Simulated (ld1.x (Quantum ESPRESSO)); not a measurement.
**Before and after: TM potential for palladium (Pd)**

```json
{
 "Element": "palladium (Pd)",
 "Generator": "ld1.x (Quantum ESPRESSO) 7.5",
 "Type": "norm-conserving Troullier–Martins (Kleinman–Bylander form)",
 "Functional": "LDA (PZ)",
 "Relativity": "scalar-relativistic",
 "Frozen core": "[Ar] 3d10",
 "Valence charge": "18",
 "Reference configuration": "4s2 4p6 4d7 5s0 5p0 (charge +3)",
 "Partial waves": "4p (bound): rc 1.10 bohr; 4d (bound): rc 1.95 bohr; 4s (bound): rc 0.95 bohr",
 "Local potential": "the s channel",
 "Core correction": "none"
}
```

All-electron outer shells of the reference configuration (LDA (PZ), scalar-relativistic, ld1.x):

| shell | level (eV) | outermost node (bohr) | outermost maximum (bohr) |
| --- | --- | --- | --- |
| 3d | -367.73 | – | 0.28 |
| 4s | -126.09 | 0.45 | 0.85 |
| 4p | -91.54 | 0.46 | 0.90 |
| 4d | -41.86 | 0.45 | 1.06 |
| 5s | -30.89 | 1.12 | 2.14 |
| 5p | -23.31 | 1.24 | 2.48 |

Change: all radii scaled by about 1.14 (s 1.08, p 1.26, d 2.22 bohr).

Cutoffs: the cutoffs (Ry, on a coarse ladder) from which the occupation-weighted sum of valence levels, in a spherical-Bessel basis at the reference potential, stays within 10 and 1 mRy of its value at 400 Ry; they do not see the model core or the augmentation charge, which bear on the density cutoff. Errors are all-electron minus pseudo energies relative to the spin-unpolarised reference configuration.

Q: What does the change do?

A: The potential gets softer (160 Ry and 260 Ry → 140 Ry and 230 Ry); of the 9 tests that both files solve, the error grows in 8 and shrinks in 0 by more than 15 % and 0.3 meV (median size 31.3 → 50.1 meV); neither file shows a bound ghost. A larger radius leaves more room for a smooth pseudo-wave, so fewer plane waves are needed. More of the atom is replaced by a form fitted at one configuration, so other configurations suffer.

```csv
quantity,base,changed
"cutoff, loose",160 Ry,140 Ry
"cutoff, tight",260 Ry,230 Ry
loose cutoff by channel (10 mRy a level),"p 80 Ry, d 45 Ry, s 120 Ry","p 60 Ry, d 40 Ry, s 110 Ry"
bound ghosts,none,none
"error for 4s2 4p6 4d10 5s0 5p0, meV [ΔE -65.06 eV]",+20,+35
"error for 4s2 4p6 4d9 5s0 5p0, meV [ΔE -55.68 eV]",+20,+38
"error for 4s2 4p6 4d8 5s0 5p0, meV [ΔE -34.60 eV]",+11,+20
"error for 4s2 4p6 4d9.5 5s0 5p0, meV [ΔE -61.70 eV]",+21,+39
"error for 4s2 4p6 4d9 5s0 5p1, meV [ΔE -59.75 eV]",+38,+62
"error for 4s2 4p6 4d8 5s1 5p0, meV [ΔE -51.27 eV]",+122,+196
"error for 4s2 4p6 4d9 5s1 5p0, meV [ΔE -63.63 eV]",+85,+137
"error for 4s2 4p6 4d7 5s0 5p0 (spin-polarised), meV [ΔE -1.56 eV]",+137,+145
"error for 4s2 4p6 4d9 5s0 5p0 (spin-polarised), meV [ΔE -55.82 eV]",+31,+50
```
